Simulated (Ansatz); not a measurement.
CH3Cd (SMILES [CH3][Cd+]), charge +1, singlet, geometry from GFN2-xTB (such geometries of metal compounds can be far from the true shape) (core potentials on Cd); BLYP/def2-SVP (Ansatz, a program for electronic structure).

Input for Ansatz:
Ansatz 0.2 input:
```yaml
crystal:
  periodic: [false, false, false]
  atoms:
    - {symbol: Cd, position_ang: [-0.24990741, -0.15685804, -0.19594938]}
    - {symbol: C, position_ang: [1.26333355, 0.79294976, 0.99056455]}
    - {symbol: H, position_ang: [1.79956127, -0.02050473, 1.49205259]}
    - {symbol: H, position_ang: [0.72593198, 1.44551340, 1.68777248]}
    - {symbol: H, position_ang: [1.89006125, 1.34647864, 0.28235779]}
basis:
  gaussian:
    orbitals: def2-SVP
hamiltonian:
  xc: blyp
total_charge: 1
```

The log (banner, timings and long lists left out):

```
Functional definition: BLYP
640 factors; their error is unknown
mean field evaluation 1: about -5612.4455 eV, gradient 9.7e1 eV
mean field evaluation 2: about -5433.9224 eV, gradient 1.8e2 eV
mean field evaluation 4: about -5638.9822 eV, gradient 1.3e1 eV
mean field evaluation 8: about -5639.3547 eV, gradient 1.2e-1 eV
mean field evaluation 16: about -5639.3376 eV, gradient 8.4e-5 eV
mean field -5639.33759489 eV, -207.2418341320 hartree, gradient 8.4e-5 eV, S^2 0.000000; 0 other end points of the search recorded, 0 dependent functions left out
reference -5639.33787497 eV, -207.2418444247 hartree; 14, 14 occupied and 46, 46 virtual orbitals, 640 factors
Total energy: -5639.33787497 eV, -207.2418444247 hartree
```
